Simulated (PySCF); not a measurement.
# Computed structure and properties of TaOF3

System: TaOF3 (singlet); start: displaced along the imaginary mode (Cs). Method: PySCF 2.14.0, RKS r2SCAN, Ta def2-SVP with ECP60, O def2-SVP, F def2-SVP; non-relativistic Hamiltonian with scalar-relativistic core potentials where named; density fitting; no spin-orbit coupling.

Input of the relaxation:

```python
mol = gto.M(atom='''
Ta     0.06637     0.00000     0.02338
O      1.80668    -0.00000    -0.25000
F     -0.12175     1.88730     0.09569
F     -1.90972    -0.00000    -0.20358
F     -0.12175    -1.88730     0.09569''',
    basis={'Ta': 'def2-SVP', 'O': 'def2-SVP', 'F': 'def2-SVP'},
    ecp={'Ta': 'def2-SVP'},
    charge=0, spin=0)
mf = dft.RKS(mol, xc='R2SCAN')
mf.grids.atom_grid = (50, 194)
mf = mf.density_fit()  # fitting sets: Ta def2-universal-JKFIT, O def2-universal-JKFIT, F def2-universal-JKFIT
mf.conv_tol = 1e-08; mf.max_cycle = 55
mf.kernel(dm0)  # dm0: converged density of the start geometry
# quasi-Newton relaxation in Cartesian coordinates to a largest gradient under 0.00045 Eh/bohr, steps kept in the point group
```

Run from Python with OMP_NUM_THREADS=2; the lines above give its settings. Where DIIS fails, smearing, a level shift and second-order steps follow.
It took 42 s on 2 threads of Arm Neoverse V2, on a shared host, from the converged density of the start.

Course of the relaxation:

| step | energy above end (eV) | largest force component within the symmetry (eV/Å) |
| --- | --- | --- |
| 0 | 3.1757 | 1.382 |
| 1 | 2.6040 | 1.209 |
| 2 | 1.8352 | 1.522 |
| 3 | 1.1055 | 4.161 |
| 4 | 0.5511 | 2.177 |
| 5 | 0.3187 | 1.678 |
| 6 | 0.1906 | 0.837 |
| 7 | 0.0830 | 0.492 |
| 10 | 0.0040 | 0.215 |
| 11 | 0.0002 | 0.125 |
| 12 | -0.0001 | 0.051 |
| 13 | -0.0001 | 0.064 |
| 14 | 0.0000 | 0.043 |
| 15 | 0.0000 | 0.014 |
(The steps between are left out.)

Relaxed geometry (C3v):

```xyz
5

Ta   -0.0845    0.0000   -0.0344
O     1.3145    0.0000   -1.0321
F     0.0246    1.5541    1.0122
F    -1.5594    0.0000   -1.1968
F     0.0246   -1.5541    1.0122
```

```csv
contact,Å
Ta1–O2 (O),1.718
Ta1–F3 (F),1.877
Ta1–F4 (F),1.878
Ta1–F5 (F),1.877
```

On the finer grid (75, 302):

```json
{"HOMO": "-8.97 eV", "LUMO": "-2.41 eV", "Dipole about the centre of mass": "1.91 D", "Set of Mulliken populations of Ta1 outside the core potential": "s 2.30, p 6.32, d 2.84, f 0.23", "D3(BJ) dispersion energy (not in the energies)": "-0.019 eV"}
```

| atom | Mulliken (e) | Löwdin (e) | spin (e) |
| --- | --- | --- | --- |
| Ta1 | 1.31 | 0.49 | 0.00 |
| O2 | -0.33 | -0.13 | 0.00 |
| F3 | -0.33 | -0.12 | 0.00 |
| F4 | -0.33 | -0.12 | 0.00 |
| F5 | -0.33 | -0.12 | 0.00 |

No frequency check is given for this geometry.

Rigid scan of O along the line from its metal:

| distance to O2 (Å) | energy (eV) |
| --- | --- |
| 1.42 | 4.261 |
| 1.52 | 1.577 |
| 1.62 | 0.330 |
| 1.72 | 0.000 |
| 1.82 | 0.239 |
| 1.92 | 0.814 |
| 2.02 | 1.573 |
| 2.17 | 2.849 |

Taking off one F (charge -1, singlet; the rest: singlet) in vacuum, both parts rigid, costs 14.32 eV; the small basis without counterpoise inflates it. Most of it is the attraction of opposite charges; other ways to part are cheaper, and one spin state was tried for the rest.

Rigid scan of F along the line from its metal:

| distance to F3 (Å) | energy (eV) |
| --- | --- |
| 1.58 | 2.395 |
| 1.68 | 0.886 |
| 1.78 | 0.184 |
| 1.88 | 0.000 |
| 1.98 | 0.130 |
| 2.08 | 0.450 |
| 2.28 | 1.353 |
| 2.58 | 2.831 |
| 2.98 | 4.500 |
| 3.48 | 5.904 |

One start shape was tried, so this needn't be the lowest isomer.
